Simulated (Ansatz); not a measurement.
One change: `FB[O][InH2]` becomes `BOBF`.

Ansatz, PBE0-D4/def2-TZVP geometries, multiplicity 1. Each molecule was computed in one conformer, which needn't be the lowest.

Elements past krypton have def2 core potentials.

```
                                        property  `FB[O][InH2]`
               HOMO energy (PBE/def2-TZVPP) / eV          -7.34
           LUMO energy (ωB97M-V/def2-TZVPP) / eV          -0.19
size of the dipole moment (B3LYP/def2-TZVPP) / D           2.29
             HOMO energy (B3LYP/def2-TZVPP) / eV          -8.56
             LUMO energy (B3LYP/def2-TZVPP) / eV          -1.95
         HOMO–LUMO gap (ωB97M-V/def2-TZVPP) / eV          10.81
```

(1) What does the change do to each property? (Estimate.)

Results:

(1) Ansatz gave: 
| property | `BOBF` | shift |
| --- | --- | --- |
| HOMO energy (PBE/def2-TZVPP) / eV | -7.54 | -0.20 |
| LUMO energy (ωB97M-V/def2-TZVPP) / eV | 0.70 | 0.89 |
| size of the dipole moment (B3LYP/def2-TZVPP) / D | 1.15 | -1.14 |
| HOMO energy (B3LYP/def2-TZVPP) / eV | -8.87 | -0.31 |
| LUMO energy (B3LYP/def2-TZVPP) / eV | -1.55 | 0.40 |
| HOMO–LUMO gap (ωB97M-V/def2-TZVPP) / eV | 12.14 | 1.33 |

With PBE0 the HOMO falls by 0.29 eV and the LUMO rises by 0.35 eV, so the gap widens by about 0.64 eV. PBE moves the HOMO by -0.20 eV and ωB97M-V by -0.44 eV. Dipoles are sizes alone; their direction can turn.

B3LYP here is the variant with VWN-RPA as its local correlation; programs differ in this.
